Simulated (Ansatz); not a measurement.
```yaml
crystal:
  periodic: [false, false, false]
  atoms:
    - {symbol: O, position_ang: [0.667352, 1.629121, -1.717289]}
    - {symbol: Sn, position_ang: [2.054358, 1.162924, -0.396128]}
    - {symbol: O, position_ang: [0.983162, -0.133402, 0.665594]}
    - {symbol: Si, position_ang: [-0.494071, -0.813651, 0.738133]}
    - {symbol: H, position_ang: [-0.184548, 1.192888, -1.614844]}
    - {symbol: H, position_ang: [-1.139886, -0.525477, 2.046839]}
    - {symbol: H, position_ang: [-1.390755, -0.281815, -0.336110]}
    - {symbol: H, position_ang: [-0.403413, -2.287588, 0.557804]}
basis:
  gaussian: {orbitals: def2-TZVPD}
hamiltonian: {xc: {name: HF}}
correlation: {method: mp2, frozen_orbitals: {O: 0}}
scf: {lower_state_search: light}
```

```sh
$ ansatz run in.yaml --threads 4 --pin off --events-out ev --progress --plain --max-ram 10444MiB
```

Task: How does Ansatz answer? (Estimate.)

Result: Ansatz gave: The input was rejected before any iteration.
```
Functional definition: HF
Error: "frozen_orbitals" has no count for Sn
```
